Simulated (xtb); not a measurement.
xtb input:

```bash
xtb mol.xyz --gfn 1 --sp --chrg 0 --uhf 0
```
mol.xyz:
```
12

C     -3.86644479    -1.28114872    -0.36032221
C     -2.36742174    -1.33594560    -0.55290411
O     -1.79731433    -0.17814322     0.08398737
Ge    -0.06154987     0.08772017     0.05940335
Br     0.68919690     0.25391879    -2.11987751
Br     0.29635929     2.04083497     1.19805973
Br     1.02991419    -1.67457582     1.08093495
H     -4.33359964    -2.14768148    -0.83268229
H     -4.11693127    -1.28645293     0.70083261
H     -4.27767587    -0.37662205    -0.80925614
H     -1.95051564    -2.24280278    -0.10487300
H     -2.11143148    -1.33200269    -1.61657039
```

Problem. Which total energy does the run end on?

Solution. -25.10984 Eh (GFN1-xTB).
